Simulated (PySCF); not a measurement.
C₃H₇NSi, SMILES NC=C=C[SiH3].

The structure is a stationary point at r2SCAN-D4/def2-SVP. The structure was generated by enumeration; whether it is a known compound was not checked. One conformer was computed; it need not be the lowest.

The numbers are results of PBE/def2-TZVP run with PySCF, not measurements.

Gas-phase values at a fixed geometry.

total energy: -462.40409 hartree
highest occupied level: -4.84 eV
lowest empty level: -1.37 eV
orbital gap: 3.48 eV
dipole moment: 2.17 D
quadrupole, principal values (traceless, Buckingham form, about the centre of nuclear charge): -6.37, -0.57, 6.94 D·Å
mean static polarisability: 80.9 bohr³ (11.98 Å³)
polarisability, principal values: 58.5, 60.3, 123.8 bohr³
